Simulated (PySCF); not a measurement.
PySCF input (HF/def2-TZVPD):

```python
from pyscf import gto, scf, dft

mol = gto.M(
    atom='''
    B     0.48799271   -0.06621821   -0.34571085
    O    -0.55076369    0.07473593    0.39017997
    H     1.16124459   -1.06782906   -0.26595935
    H     0.80490138    0.80103272   -1.12692619
    ''',
    basis='def2-tzvpd',
    charge=0,
    spin=1,
    verbose=4,
)

mf = scf.UHF(mol).density_fit(auxbasis='def2-universal-jkfit')
mf.conv_tol = 1e-9
mf.max_cycle = 100
mf.max_memory = 1500
mf.kernel()
if not mf.converged:
    mf = mf.newton()
    mf.kernel(mf.make_rdm1())
for _ in range(2):
    mo, _, stable, _ = mf.stability(return_status=True)
    if stable:
        break
    mf.kernel(mf.make_rdm1(mo, mf.mo_occ))
mf.analyze()
```

Output:

```
PySCF version 2.14.0

[INPUT] verbose = 4
[INPUT] num. atoms = 4
[INPUT] num. electrons = 15
[INPUT] charge = 0
[INPUT] spin (= nelec alpha-beta = 2S) = 1
[INPUT] symmetry False subgroup None
[INPUT] Mole.unit = angstrom
[INPUT] Symbol           X                Y                Z      unit          X                Y                Z       unit  Magmom
[INPUT]  1 B      0.487992710000  -0.066218210000  -0.345710850000 AA    0.922172572684  -0.125134281359  -0.653298824791 Bohr   0.0
[INPUT]  2 O     -0.550763690000   0.074735930000   0.390179970000 AA   -1.040792533455   0.141230439365   0.737333282591 Bohr   0.0
[INPUT]  3 H      1.161244590000  -1.067829060000  -0.265959350000 AA    2.194434238733  -2.017904471252  -0.502590331767 Bohr   0.0
[INPUT]  4 H      0.804901380000   0.801032720000  -1.126926190000 AA    1.521043165484   1.513732457615  -2.129581861700 Bohr   0.0

nuclear repulsion = 25.0745114949588
number of shells = 37
number of NR pGTOs = 129
number of NR cGTOs = 95
basis = def2-tzvpd
ecp = {}

******** <class 'pyscf.df.df_jk.DFUHF'> ********
method = DFUHF
initial guess = minao
damping factor = 0
level_shift factor = 0
DIIS = <class 'pyscf.scf.diis.CDIIS'>
diis_start_cycle = 1
diis_space = 8
diis_damp = 0
SCF conv_tol = 1e-09
SCF conv_tol_grad = None
SCF max_cycles = 100
direct_scf = False
number electrons alpha = 8  beta = 7
Set gradient conv threshold to 3.16228e-05
******** <class 'pyscf.df.df.DF'> ********
auxbasis = def2-universal-jkfit
init E= -100.625711644973
  alpha nocc = 8  HOMO = -0.300768413860219  LUMO = 0.0374436469940261
  beta  nocc = 7  HOMO = -0.514687426103104  LUMO = -0.300768413860219

WARN: HOMO -0.300768413860219 >= LUMO -0.300768413860219

cycle= 1 E= -100.548500664507  delta_E= 0.0772  |g|= 0.489  |ddm|= 0.904
  alpha nocc = 8  HOMO = -0.336981407633139  LUMO = 0.0361466666588548
  beta  nocc = 7  HOMO = -0.371706455386825  LUMO = -0.0431115323613902
  HOMO = -0.336981407633  LUMO = -0.0431115323614  gap/eV = 7.99661
cycle= 2 E= -100.599647908676  delta_E= -0.0511  |g|= 0.535  |ddm|= 0.511
  alpha nocc = 8  HOMO = -0.486569929715593  LUMO = 0.0464900573764346
  beta  nocc = 7  HOMO = -0.491501816429782  LUMO = -0.0701538487430469
  HOMO = -0.486569929716  LUMO = -0.070153848743  gap/eV = 11.33126
cycle= 3 E= -100.707313843113  delta_E= -0.108  |g|= 0.0991  |ddm|= 0.251
  alpha nocc = 8  HOMO = -0.498614604895181  LUMO = 0.0494690144440604
  beta  nocc = 7  HOMO = -0.497151615883514  LUMO = -0.00294274468966194
  HOMO = -0.497151615884  LUMO = -0.00294274468966  gap/eV = 13.44811
cycle= 4 E= -100.727250441321  delta_E= -0.0199  |g|= 0.0629  |ddm|= 0.121
  alpha nocc = 8  HOMO = -0.49991946796537  LUMO = 0.0500197687857822
  beta  nocc = 7  HOMO = -0.511068754448996  LUMO = 0.0327456968910617
[...]
  beta  nocc = 7  HOMO = -0.517530292693138  LUMO = 0.0491687974447604
  HOMO = -0.482046908865  LUMO = 0.0491687974448  gap/eV = 14.45512
Extra cycle  E= -100.743227739271  delta_E= -4.65e-12  |g|= 1.12e-06  |ddm|= 2.53e-06
converged SCF energy = -100.743227739271  <S^2> = 0.76823287  2S+1 = 2.0181505
uhf_internal: lowest eigs of H = [0.11078155 0.24538099 0.43003155]
<class 'pyscf.df.df_jk.DFUHF'> wavefunction is stable in the internal stability analysis
**** SCF Summaries ****
Total Energy =                        -100.743227739271191
Nuclear Repulsion Energy =              25.074511494958788
One-electron Energy =                 -186.888011322286673
Two-electron Energy =                   61.070272088056704
Two-electron Coulomb Energy =           73.931602697545557
DFT Exchange-Correlation Energy =      -12.861330609488853
HOMO-LUMO gap [eV] =                    14.455115644271823
**** MO energy ****
                             alpha | beta                alpha | beta
MO #1   energy= -20.6519587052575  | -20.6114911385313  occ= 1 | 1
MO #2   energy= -7.6242352089419   | -7.62880802363546  occ= 1 | 1
MO #3   energy= -1.43189296956047  | -1.28592528663693  occ= 1 | 1
MO #4   energy= -0.736523250741271 | -0.699285028245917 occ= 1 | 1
MO #5   energy= -0.719616776309802 | -0.585455644804032 occ= 1 | 1
MO #6   energy= -0.61698902770876  | -0.551239292236225 occ= 1 | 1
MO #7   energy= -0.604465940066879 | -0.517530292693138 occ= 1 | 1
MO #8   energy= -0.482046908864632 | 0.0491687974447604 occ= 1 | 0
MO #9   energy= 0.0502745073084512 | 0.0505049982250517 occ= 0 | 0
MO #10  energy= 0.0834689044584395 | 0.0860545421254838 occ= 0 | 0
MO #11  energy= 0.0947400810894098 | 0.095525453750196  occ= 0 | 0
MO #12  energy= 0.106871094527256  | 0.109082336431315  occ= 0 | 0
MO #13  energy= 0.138277407592552  | 0.138288493008983  occ= 0 | 0
MO #14  energy= 0.143194659794593  | 0.141041957352178  occ= 0 | 0
MO #15  energy= 0.158705921014407  | 0.159347118821552  occ= 0 | 0
MO #16  energy= 0.167435616330863  | 0.167159092574009  occ= 0 | 0
MO #17  energy= 0.167595307725839  | 0.188743820269035  occ= 0 | 0
MO #18  energy= 0.225273233007898  | 0.225704326422248  occ= 0 | 0
MO #19  energy= 0.227581922328968  | 0.22968035006222   occ= 0 | 0
MO #20  energy= 0.251719687104677  | 0.25348334522106   occ= 0 | 0
MO #21  energy= 0.261898777347088  | 0.273760662204152  occ= 0 | 0
MO #22  energy= 0.318770126511772  | 0.322564741271616  occ= 0 | 0
MO #23  energy= 0.324252344200211  | 0.32377659704916   occ= 0 | 0
MO #24  energy= 0.344849933613297  | 0.346471799462307  occ= 0 | 0
MO #25  energy= 0.350940409203162  | 0.363103918856488  occ= 0 | 0
MO #26  energy= 0.366117418173688  | 0.368136664016762  occ= 0 | 0
MO #27  energy= 0.368301581659285  | 0.370848918265293  occ= 0 | 0
MO #28  energy= 0.390902210609966  | 0.394559910376355  occ= 0 | 0
MO #29  energy= 0.412372513845991  | 0.410603238677248  occ= 0 | 0
MO #30  energy= 0.444473468957064  | 0.448616247788991  occ= 0 | 0
MO #31  energy= 0.528609818882214  | 0.533783204798062  occ= 0 | 0
MO #32  energy= 0.548884664949331  | 0.552562591274072  occ= 0 | 0
MO #33  energy= 0.588447440570425  | 0.598801778402924  occ= 0 | 0
MO #34  energy= 0.599183810683417  | 0.600801950100685  occ= 0 | 0
MO #35  energy= 0.609295416735359  | 0.610520711559068  occ= 0 | 0
MO #36  energy= 0.610401689261598  | 0.629828759496439  occ= 0 | 0
MO #37  energy= 0.651379105980855  | 0.654410919339419  occ= 0 | 0
MO #38  energy= 0.707830557271432  | 0.736799100698583  occ= 0 | 0
MO #39  energy= 0.730967866549484  | 0.77390166497014   occ= 0 | 0
MO #40  energy= 0.798500650056764  | 0.801102908834355  occ= 0 | 0
MO #41  energy= 0.801622668457182  | 0.804812231950626  occ= 0 | 0
MO #42  energy= 0.883829780872045  | 0.889656472832815  occ= 0 | 0
MO #43  energy= 0.909083454994438  | 0.912269964011208  occ= 0 | 0
MO #44  energy= 0.915633074821469  | 0.925101590559763  occ= 0 | 0
MO #45  energy= 0.91765729365701   | 0.96095638077399   occ= 0 | 0
MO #46  energy= 1.0758877956398    | 1.08356346005453   occ= 0 | 0
MO #47  energy= 1.15229120140744   | 1.15686590111919   occ= 0 | 0
MO #48  energy= 1.17212712391449   | 1.1842839063703    occ= 0 | 0
MO #49  energy= 1.26315683674686   | 1.26747683236893   occ= 0 | 0
MO #50  energy= 1.30753975649543   | 1.30297739220385   occ= 0 | 0
MO #51  energy= 1.4484757951391    | 1.44712767068251   occ= 0 | 0
MO #52  energy= 1.47638253936272   | 1.48621495174255   occ= 0 | 0
MO #53  energy= 1.73506664291861   | 1.76904686580672   occ= 0 | 0
MO #54  energy= 1.76511628179181   | 1.76934101264652   occ= 0 | 0
MO #55  energy= 1.8189174576106    | 1.86627439220583   occ= 0 | 0
MO #56  energy= 1.88681973828009   | 1.91084482846362   occ= 0 | 0
MO #57  energy= 1.90674746664637   | 1.94071852664073   occ= 0 | 0
MO #58  energy= 1.96442840618489   | 1.98793830748729   occ= 0 | 0
MO #59  energy= 2.11100979283371   | 2.1158948331396    occ= 0 | 0
MO #60  energy= 2.11360010382772   | 2.1201551338607    occ= 0 | 0
MO #61  energy= 2.17450581753019   | 2.17519856912132   occ= 0 | 0
MO #62  energy= 2.18695161975102   | 2.19799288518532   occ= 0 | 0
MO #63  energy= 2.25127839013628   | 2.26239661607281   occ= 0 | 0
MO #64  energy= 2.30417249907679   | 2.30242216987284   occ= 0 | 0
MO #65  energy= 2.30730814360042   | 2.32576079201541   occ= 0 | 0
MO #66  energy= 2.49911483586891   | 2.51422048123162   occ= 0 | 0
MO #67  energy= 2.56134618632945   | 2.56529419791737   occ= 0 | 0
MO #68  energy= 2.57868183568567   | 2.59629071215796   occ= 0 | 0
MO #69  energy= 2.57909964404601   | 2.62380580972584   occ= 0 | 0
MO #70  energy= 2.73138764379088   | 2.73903408612116   occ= 0 | 0
MO #71  energy= 2.77623900762254   | 2.78819383257498   occ= 0 | 0
MO #72  energy= 2.95608432385709   | 2.96251831790354   occ= 0 | 0
MO #73  energy= 3.04191957004633   | 3.13753741393663   occ= 0 | 0
MO #74  energy= 3.19351520197288   | 3.20664348457201   occ= 0 | 0
MO #75  energy= 3.31728147625667   | 3.32320692897235   occ= 0 | 0
MO #76  energy= 3.37385091808019   | 3.38125035465716   occ= 0 | 0
MO #77  energy= 3.38110573988588   | 3.40124221046678   occ= 0 | 0
MO #78  energy= 3.66140504020825   | 3.70553151122652   occ= 0 | 0
MO #79  energy= 3.68376778381548   | 3.70556716549286   occ= 0 | 0
MO #80  energy= 3.70454442867707   | 3.7287144629116    occ= 0 | 0
MO #81  energy= 4.16023904086955   | 4.184887634456     occ= 0 | 0
MO #82  energy= 5.5079908354043    | 5.56503823520237   occ= 0 | 0
MO #83  energy= 5.52028347510356   | 5.57539934760309   occ= 0 | 0
MO #84  energy= 5.75274001933422   | 5.79245511856261   occ= 0 | 0
MO #85  energy= 5.84217790174353   | 5.87903219030362   occ= 0 | 0
MO #86  energy= 6.07031731407193   | 6.08240408835891   occ= 0 | 0
MO #87  energy= 6.21895633847386   | 6.2744181448833    occ= 0 | 0
MO #88  energy= 6.30431335323913   | 6.33538098434149   occ= 0 | 0
MO #89  energy= 6.84506145514265   | 6.9380087680423    occ= 0 | 0
MO #90  energy= 6.87356078286715   | 6.96685795468749   occ= 0 | 0
MO #91  energy= 7.21111022381477   | 7.22947245437694   occ= 0 | 0
MO #92  energy= 7.2348123665226    | 7.30843647585221   occ= 0 | 0
MO #93  energy= 7.50038466588594   | 7.5303716561245    occ= 0 | 0
MO #94  energy= 15.8458462855977   | 15.8430390334992   occ= 0 | 0
MO #95  energy= 45.330241299524    | 45.3514173896143   occ= 0 | 0

To work with the spin densities directly, `use mulliken_meta_spin()` only printing them here.

 ** Mulliken spin pop alpha/beta on meta-lowdin orthogonal AOs **
 ** Mulliken Spin Density (per AO)  **
spin_pop of  0 B 1s       -0.00000
spin_pop of  0 B 2s       -0.03729
spin_pop of  0 B 3s       -0.00026
spin_pop of  0 B 4s        0.00000
[...]
```

It need not be the lowest isomer of its formula.
